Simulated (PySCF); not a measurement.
The same gas-phase reaction for B, Ga, In:
- BBr3 + 2 F2 → BF + 3 BrF
- GaBr3 + 2 F2 → GaF + 3 BrF
- InBr3 + 2 F2 → InF + 3 BrF

Computed with PySCF and rigid-rotor harmonic-oscillator thermochemistry at 1 bar. † marks an energy on the PBE0/def2-TZVP geometry and frequencies; other levels use their own. CCSD(T) freezes the core. All species are closed-shell singlets. In: scalar-relativistic def2 core potential, no spin-orbit coupling. Br, Ga: all electrons, no relativistic terms. CCSD(T) isn't extrapolated to the basis-set limit.

ΔH°(298 K) in kJ, by level:

```json
[
 {"level": "ωB97M-V/def2-TZVP†", "B": "-82.2", "Ga": "…", "In": "-127.2"},
 {"level": "LDA/def2-TZVP†", "B": "-7.7", "Ga": "…", "In": "-124.8"},
 {"level": "PBE0/def2-TZVP", "B": "-41.5", "Ga": "…", "In": "-115.7"},
 {"level": "HF/def2-TZVP†", "B": "-160.2", "Ga": "…", "In": "-124.5"},
 {"level": "CCSD(T)/def2-SVP†", "B": "-0.1", "Ga": "…", "In": "-34.3"},
 {"level": "PBE/def2-SVP", "B": "24.2", "Ga": "…", "In": "-87.2"},
 {"level": "ωB97X-V/def2-TZVP†", "B": "-66.9", "Ga": "…", "In": "-117.0"},
 {"level": "PBE/def2-TZVP†", "B": "-39.1", "Ga": "-104.4", "In": "-142.4"}
]
```

Q: What belongs in the gaps?

A: 
- ωB97M-V/def2-TZVP†, Ga: -105.3
- LDA/def2-TZVP†, Ga: -83.8
- PBE0/def2-TZVP, Ga: -80.1
- HF/def2-TZVP†, Ga: -106.7
- CCSD(T)/def2-SVP†, Ga: -8.3
- PBE/def2-SVP, Ga: -51.0
- ωB97X-V/def2-TZVP†, Ga: -87.5
